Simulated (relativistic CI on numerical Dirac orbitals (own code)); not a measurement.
**The 3d ions of charge 1+**

Calculated at this level of theory: Dirac-Coulomb-Breit CI, orbitals from a KLI potential per configuration, QED by a radiative potential, valence Slater integrals scaled by 0.85 (own radial code, finite nucleus).

Each species is treated in one configuration, given outside its closed core, with all valence electrons in the open shell. Radial values are for the open shell of highest l, unscaled and averaged over j; ζ includes the Breit term. Labels give the leading LS character, summed over repeated terms.

| Ion | Configuration | Its lowest level | LS weight (%) | g_J | g√(J(J+1)) | ζ (cm⁻¹) | F² (cm⁻¹) | F⁴ (cm⁻¹) |
| --- | --- | --- | --- | --- | --- | --- | --- | --- |
| Sc⁺ | 3d² | ³F2 | 100 | 0.666 | 1.63 | 36.37 | 47490 | 29090 |
| Ti⁺ | 3d³ | ⁴F3/2 | 100 | 0.399 | 0.77 | 72.93 | 54530 | 33470 |
| V⁺ | 3d⁴ | ⁵D0 | 100 |  | 0.00 | 120 | 60920 | 37440 |
| Cr⁺ | 3d⁵ | ⁶S5/2 | 100 | 2.002 | 5.92 | 179.3 | 66910 | 41150 |
| Mn⁺ | 3d⁶ | ? | ? | ? | ? | ? | ? | ? |
| Fe⁺ | 3d⁷ | ⁴F9/2 | 100 | 1.333 | 6.63 | 342.3 | 78150 | 48120 |
| Co⁺ | 3d⁸ | ³F4 | 100 | 1.250 | 5.59 | 449.8 | 83530 | 51450 |
| Ni⁺ | 3d⁹ | ²D5/2 | 100 | 1.200 | 3.55 | 577.6 |  |  |

Question: Fill in the row of Mn⁺.

Answer: Its lowest level ⁵D4; LS weight (%) 100; g_J 1.501; g√(J(J+1)) 6.71; ζ (cm⁻¹) 252.8; F² (cm⁻¹) 72620; F⁴ (cm⁻¹) 44700.

NIST ASD lists another ground level for Sc⁺ (3D1), Ti⁺ (4F3/2), Fe⁺ (6D9/2).

At low charge ζ of a weakly bound d or f electron comes out too small.
